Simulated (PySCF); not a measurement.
How methods differ on the excitation energy of Mo

Mo [Kr] 4d5 5s1 (7S) → Mo [Kr] 4d4 5s1 5p1 (high-spin determinant), as a difference of total energies. Computed with PySCF 2.14 in cc-pVTZ-PP with ECP28MDF, with a scalar-relativistic core potential. Correlated levels: valence: 4s2 4p6 frozen. The calculations carry no spin-orbit coupling.

| method | excitation energy (cm⁻¹) |
| --- | --- |
| UHF | 22858 |
| LDA | 32906 |
| PBE | 32158 |
| PBE0 | 31011 |
| r2SCAN | 31574 |
| B2PLYP | 29562 |
| PBEsol | 32554 |
| revPBE | 32029 |
| r2SCAN0 | 30862 |
| MP2 (valence) | 27154 |
| SCS-MP2 (valence) | 24290 |

The basis was made for the ground configuration and has no added diffuse functions, so the excitation energy can come out too high.

The determinant of the upper state mixes LS terms, which raises its energy above the lowest term, most at the Hartree-Fock and MP2 levels.
